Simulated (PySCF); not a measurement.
**Dipole response of Bi (bismuth, neutral)**

[Xe] 4f14 5d10 6s1 6p3 7s1, high-spin 6S determinant (an excited configuration). Computed with PySCF 2.14 in aug-cc-pVQZ-PP with one added diffuse shell each of s, p, d, f, g type with ECP60MDF (8s8p6d4f3g, 117 functions), with scalar relativity through the core potential. Coupled (time-dependent) response in atomic units; α is the mean over directions.

| method | mean α (bohr³) | C₆ (like pair) | S(−4) |
| --- | --- | --- | --- |
| PBE0 | 596.4 | 13200 | 275400 |

S(−4) is the Cauchy moment in α(ω) = α(0) + S(−4) ω² + …

α(iu) at PBE0:

```tsv
u (hartree)	α(iu) (bohr³)
0	596.4
0.0500	284.8
0.100	123.3
0.200	49.49
0.300	30.16
0.500	16.13
0.750	9.591
1.00	6.597
1.50	3.887
2.00	2.648
3.00	1.485
5.00	0.6547
```

A single London oscillator, α(iu) = α/(1 + u²/ω²), gives C₆ = (3/4) ω α². Matching the computed C₆ needs ω = 4 × 13200 / (3 × 596.4²) = 0.0495 hartree.

Energies and moments cover only the electrons outside the core potential. Spin-orbit coupling, which splits the p, d and f shells strongly at this Z, is absent. Spin-orbit coupling is strong in this species (close to jj coupling), so the high-spin LS determinant is a model state, not a physical level. The outer electron is Rydberg-like, and this basis confines it to a smaller radius and binds it less than a complete one would.
